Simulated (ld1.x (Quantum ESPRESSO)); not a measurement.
## Which change was made? (Pt, TM)

| Quantity | Value |
| --- | --- |
| Element | Pt (Z = 78) |
| Generator | ld1.x (Quantum ESPRESSO) 7.5 |
| Type | norm-conserving Troullier–Martins (Kleinman–Bylander form) |
| Functional | PW91 |
| Relativity | scalar-relativistic |
| Frozen core | [Xe] 4f14 |
| Valence charge | 10 |
| Reference configuration | 5d8 6s0 6p0 (charge +2) |
| Partial waves | 6p (bound, empty): rc 2.70 bohr; 5d (bound): rc 1.85 bohr; 6s (bound, empty): rc 2.40 bohr |
| Local potential | the s channel |
| Core correction | Bessel-smoothed model core, default radius (core density twice the valence density) |

Cutoffs, loose and tight: the cutoffs (Ry, on a coarse ladder) from which the occupation-weighted sum of valence levels, in a spherical-Bessel basis at the reference potential, stays within 10 and 1 mRy of its value at 400 Ry. They do not see the model core or the augmentation charge, which bear on the density cutoff. Test errors are all-electron minus pseudo excitation energies from the reference, over the configurations 5d9 6s1 6p0; 5d9 6s0 6p0; 5d7 6s0 6p0; 5d9 6s0.5 6p0; 5d8 6s1 6p1; 5d8 6s2 6p0; 5d6 6s0 6p0; variants that change the core or the reference have their own tests. The largest error is taken over the tests solved by every variant that gives reliable tests at all, those not shown here included: 5d6 6s0 6p0; 5d7 6s0 6p0; 5d8 6s2 6p0; 5d9 6s0 6p0; 5d9 6s0.5 6p0; 5d9 6s1 6p0.

The base gives: outcome: generated; cutoff, loose: 40 Ry; cutoff, tight: 50 Ry; bound ghosts: none; largest test error (meV): -635.

On the changes marked as counting shells twice: ld1.x takes every shell without a wave as core, so the model core holds the marked electrons as well and exchange and correlation see them twice. This cancels in the reference configuration, but the file is broken for other ones, and its errors say nothing about a proper core correction.

Task: After one change the result is: outcome: generated, misses its reference levels by 0.17 eV; cutoff, loose: 200 Ry; cutoff, tight: over 300 Ry; bound ghosts: none; largest test error (meV): -392. Which change was it?
A. local potential all-electron potential smoothed inside 1.80 bohr (lloc = -1)
B. reference 5d9 6s1 6p0
C. core [Kr] 4d10 4f14, valence charge 18; reference 5s2 5p6 5d9 6s0.5 6p0; waves now 5s (bound): rc 0.85 bohr; 5p (bound): rc 1.70 bohr; 5d (bound): rc 1.70 bohr; local potential all-electron potential smoothed inside 1.30 bohr (lloc = -1); core correction Bessel-smoothed model core inside 0.40 bohr (6s counted twice)

Result: C. The others give: reference 5d9 6s1 6p0 → outcome: generated; cutoff, loose: 40 Ry; cutoff, tight: 50 Ry; bound ghosts: none; largest test error (meV): -1039 | local potential all-electron potential smoothed inside 1.80 bohr (lloc = -1) → outcome: generated; cutoff, loose: 40 Ry; cutoff, tight: 50 Ry; bound ghosts: s, p; largest test error (meV): -392.
